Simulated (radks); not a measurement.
Species: Mo III. Configuration: [Kr] 4d3 5p1 (not the ground configuration).

Calculated with a radial shooting solver on a logarithmic mesh with Libxc functionals: Dirac Kohn-Sham, BLYP, spin-unpolarised, spherical densities, finite nucleus; open shells fill j = l - 1/2 first; Fermi nuclear charge, rms radius 4.4091 fm.

Energy parts (hartree):
| part | energy |
|---|---|
| total | -4048.55459 |
| kinetic | 4198.27070 |
| electron-nucleus | -9747.21148 |
| Hartree | 1623.86730 |
| exchange-correlation | -123.48111 |

Orbitals (lengths in bohr, moments of r in powers of bohr; <r^-3> diverges for s and p1/2; r(90%) holds 90 % of the orbital's charge):
| orbital | occ. | eigenvalue (hartree) | <r^-3> | r(90%) | small-component weight |
|---|---|---|---|---|---|
| 1s1/2 | 2 | -729.1053 | - | 0.0630 | 2.35e-02 |
| 2s1/2 | 2 | -103.7133 | - | 0.237 | 4.81e-03 |
| 2p1/2 | 2 | -95.49363 | - | 0.214 | 4.82e-03 |
| 2p3/2 | 4 | -91.57547 | 2398 | 0.220 | 4.66e-03 |
| 3s1/2 | 2 | -18.36964 | - | 0.634 | 1.28e-03 |
| 3p1/2 | 2 | -15.24269 | - | 0.641 | 1.23e-03 |
| 3p3/2 | 4 | -14.59742 | 400.1 | 0.656 | 1.19e-03 |
| 3d3/2 | 4 | -9.06667 | 58.38 | 0.661 | 1.07e-03 |
| 3d5/2 | 6 | -8.94446 | 55.66 | 0.666 | 1.06e-03 |
| 4s1/2 | 2 | -3.21385 | - | 1.59 | 2.95e-04 |
| 4p1/2 | 2 | -2.31463 | - | 1.77 | 2.50e-04 |
| 4p3/2 | 4 | -2.21937 | 59.21 | 1.81 | 2.40e-04 |
| 4d3/2 | 3 | -0.90580 | 4.967 | 2.57 | 1.38e-04 |
| 4d5/2 | 0 | -0.89568 | 4.713 | 2.59 | 1.36e-04 |
| 5s1/2 | 0 | -0.72955 | - | 4.08 | 5.44e-05 |
| 5p1/2 | 1 | -0.53866 | - | 4.81 | 4.07e-05 |
| 5p3/2 | 0 | -0.52662 | 7.533 | 4.90 | 3.95e-05 |

The highest occupied level is 5p1/2 at -14.658 eV. The configuration is held as typed, so some empty levels lie below it. The density falls to 0.001 e/bohr^3 at r = 4.27 bohr. The electron density at the nucleus is 9.089e+04 e/bohr^3. Summed over all electrons, <r^2> = 38.89 bohr^2, which gives a Langevin (diamagnetic) susceptibility term of -30.8 x 10^-6 cm^3/mol.
